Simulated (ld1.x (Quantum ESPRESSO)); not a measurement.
## sulfur (S): one change to a TM potential, before and after

- Element: sulfur
- Generator: ld1.x (Quantum ESPRESSO) 7.5
- Type: norm-conserving Troullier–Martins (Kleinman–Bylander form)
- Functional: PBE
- Relativity: non-relativistic
- Frozen core: [Ne]
- Valence charge: 6
- Reference configuration: 3s2 3p3 (charge +1)
- Partial waves: 3p (bound): rc 1.45 bohr; 3d channel at 0.1 Ry: rc 1.10 bohr; 3s (bound): rc 1.20 bohr
- Local potential: the s channel
- Core correction: Bessel-smoothed model core inside 0.90 bohr

All-electron outer shells of the reference configuration (PBE, non-relativistic, ld1.x):

| shell | level (eV) | outermost node (bohr) | outermost maximum (bohr) |
| --- | --- | --- | --- |
| 3s | -27.51 | 0.60 | 1.40 |
| 3p | -16.81 | 0.58 | 1.55 |

Change: wave 3p (bound): rc 1.45 bohr becomes 3p (bound): rc 1.36 bohr.

Cutoffs: the cutoffs (Ry, on a coarse ladder) from which the occupation-weighted sum of valence levels, in a spherical-Bessel basis at the reference potential, stays within 10 and 1 mRy of its value at 400 Ry; they do not see the model core or the augmentation charge, which bear on the density cutoff. Errors are all-electron minus pseudo energies relative to the spin-unpolarised reference configuration.

Question: How do hardness, ghosts and transferability respond?

Answer: The potential gets neither clearly harder nor softer (50 Ry and 110 Ry → 50 Ry and 110 Ry); of the 7 tests that both files solve, the error grows in 1 and shrinks in 2 by more than 15 % and 0.3 meV (median size 4.7 → 4.4 meV); neither file shows a bound ghost.

```csv
quantity,base,changed
"cutoff, loose",50 Ry,50 Ry
"cutoff, tight",110 Ry,110 Ry
bound ghosts,none,none
"error for 3s2 3p4, meV [ΔE -11.78 eV]",+4.4,+4.4
"error for 3s2 3p2, meV [ΔE 22.30 eV]",+10,+10
"error for 3s2 3p1, meV [ΔE 56.35 eV]",+56,+53
"error for 3s1 3p5, meV [ΔE -1.60 eV]",+0.9,+1.4
"error for 3s1 3p4, meV [ΔE 10.74 eV]",-1.1,-0.4
"error for 3s2 3p4.3, meV [ΔE -13.50 eV]",+6.2,+6.2
"error for 3s0 3p6, meV [ΔE 8.70 eV]",-4.7,-2.2
```
